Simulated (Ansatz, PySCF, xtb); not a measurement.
Complex: CH3F (SMILES CF) (first 5 atoms) with CH6Si (SMILES C[SiH3]); geometry from B3LYP-D3(BJ)/def2-TZVP, rigid monomers moved along the line of their centres of mass till F2···Si7 is 3.70 Å.
(charge 0, multiplicity 1):
```xyz
13

C     -0.1471    -0.1337     0.5081
F      1.0017     0.1518     1.2392
H     -0.8590     0.6806     0.6440
H      0.1251    -0.2283    -0.5437
H     -0.5711    -1.0684     0.8757
C     -0.7485    -0.1435     6.5294
Si    -0.0882    -0.0219     4.7752
H     -0.6632     0.8148     7.0454
H     -0.1917    -0.8856     7.1049
H     -1.8005    -0.4351     6.5327
H     -0.8648     0.9848     4.0116
H     -0.2229    -1.3318     4.0928
H      1.3381     0.3738     4.7871
```

```csv
level,interaction energy (meV),cost
GFN1-xTB,-45.8,-
HF/STO-3G (no counterpoise),-4.3,-
HF/6-31G*,-3.4,-
HF/6-31G* (no counterpoise),-50.6,-
PBE-D4/def2-TZVPPD,-46.8,×1
r2SCAN/def2-TZVPPD,-29.1,×2
B3LYP/6-31G*,-0.2,-
B3LYP/def2-TZVPPD,1.3,×1
PBE0-D3(BJ)/def2-TZVPPD,-45.1,×1
wB97X-V/def2-TZVPPD,-44.5,×3
MP2/6-31G* (no counterpoise),-88.2,-
MP2/aug-cc-pV(D+d)Z,-35.4,-
CCSD/aug-cc-pV(D+d)Z,-33.3,-
CCSD(T)/aug-cc-pV(D+d)Z,-37.9,×10
```

The rows run from -88.2 (MP2/6-31G* (no counterpoise)) to 1.3 meV (B3LYP/def2-TZVPPD). In aug-cc-pV(D+d)Z the value moves MP2 -35.4, CCSD -33.3, CCSD(T) -37.9, a shift of -2.5 from MP2 to CCSD(T). The 3 functionals in def2-TZVPPD without D3 or D4 span 45.8, from wB97X-V to B3LYP.

Counterpoise-corrected where a basis set is named; no monomer relaxation. Rows marked so take none.

Correlated levels freeze the cores. Rows in 6-31G*, STO-3G carry no dispersion term and start afresh at each structure (6-31G* with six Cartesian d functions). MP2/6-31G* freezes PySCF's default core.

Codes used: Ansatz (Gaussian basis) for Hartree–Fock, density functionals and correlated methods; PySCF for 6-31G* rows, STO-3G rows, the dispersion terms; xtb for the GFN methods. Each number belongs to the level named beside it.

Costs are rough ratios of core time to PBE/def2-TZVPPD (about 6 s over the structures, on one shared machine); a dash marks a level with no comparable run of its own.

Ansatz is a first-principles code.
